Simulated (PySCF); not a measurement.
# From computed data to an observable: chemical shift, span and skew from a shielding tensor

C₃H₈GeSi, SMILES [CH]1[GeH2][SiH2]C=1C. Atoms are numbered in the order given.

```xyz
13

C     -0.5810    -2.8416     0.0000
C     -0.2908    -1.3764     0.0000
C     -1.2116    -0.3797     0.0000
Ge    -0.1976     1.3004     0.0000
Si     1.3828    -0.4763     0.0000
H     -0.1353    -3.3297     0.8827
H     -0.1353    -3.3297    -0.8827
H     -1.6626    -3.0481     0.0000
H     -2.2948    -0.5687     0.0000
H     -0.3865     2.1781     1.2528
H     -0.3865     2.1781    -1.2528
H      2.2338    -0.7193    -1.2087
H      2.2338    -0.7193     1.2087
```
Charge 0, spin multiplicity 1.

The structure is a stationary point at PBE0-D3(BJ)/def2-SVP. This is a generated structure with no PubChem entry under its InChIKey; it may be hypothetical.

GIAO shieldings from PySCF with PBE/pcSseg-1, non-relativistic, no solvent. The symmetric part of the tensor of Si5 has the principal values 322.1, 359.0, 451.6 ppm. The same nucleus in TMS has σ = 335.4 ppm at this level (PySCF, at its B3LYP-D3(BJ)/def2-TZVP geometry).

**Question.** Work out the isotropic shielding, the ²⁹Si shift against TMS, the span and the skew.

**Answer.** 
σ(iso) = (σ11 + σ22 + σ33)/3 = 377.6 ppm. δ = σ(ref) − σ(iso) = 335.4 − (377.6) = -42.2 ppm.
Span Ω = σ33 − σ11 = 129.5 ppm. Skew κ = 3(σ(iso) − σ22)/Ω = 0.43. Tumbling in solution averages the tensor to δ; in a static solid the shielding alone would spread this spin-1/2 line over Ω.
